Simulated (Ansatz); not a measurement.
Isolated molecules relaxed with PBE0-D4/def2-TZVP in Ansatz; ΔE leaves out vibrations. CBS: MP2 limit from def2 TZ/QZ plus the TZ coupled-cluster correction, frozen cores. This one scheme is used for every species. Functionals use def2-TZVPP. B3LYP here is the variant with VWN-RPA as its local correlation; programs differ in this. For Ge outer-core shells are correlated without core-valence functions, which leaves a few kJ/mol of doubt a bond. Scalar relativity is left out up to krypton. Each species was taken in one conformer, which may not be the lowest.

Reaction (formal exchange of groups at a C–N bond): `C=C/N=C/S` + `C[NH][GeH3]` → `C=CC[NH][GeH3]` + `N=CS`

| level | ΔE (kJ/mol) | difference from CCSD(T)/CBS |
| --- | --- | --- |
| r2SCAN-D4 | -0.4 | 10.9 |
| B3LYP-D4 | -1.5 | 9.8 |
| ωB97X-V | -10.9 | 0.4 |
| B2PLYP | -4.2 | 7.1 |
| r2SCAN | -0.1 | 11.2 |
| PBE0 | -2.3 | 9.0 |
| B3LYP | 0.2 | 11.5 |
| HF/def2-TZVPP | -9.8 | 1.5 |
| SCS-MP2/def2-TZVPP | -10.4 | 0.9 |
| CCSD/def2-TZVPP | -13.6 | -2.3 |
| CCSD(T)/def2-TZVPP | -11.7 | -0.4 |
| HF/def2-QZVPP | -9.3 | 2.0 |
| MP2/def2-QZVPP | -9.3 | 2.0 |
| SCS-MP2/def2-QZVPP | -10.2 | 1.1 |
| HF/CBS(def2) | -9.3 | 2.0 |
| CCSD/CBS(def2) | -13.2 | -1.9 |
| CCSD(T)/CBS | -11.3 | 0 |

Largest T1 diagnostic among the species: 0.014.

From PBE to PBE0 (25 % exact exchange), in def2-TZVPP and without D4, ΔE moves by −4.3 kJ/mol.

CCSD(T)/CBS has its own doubt, a few kJ/mol and more with outer-core shells, so smaller differences from it don't rank the levels.
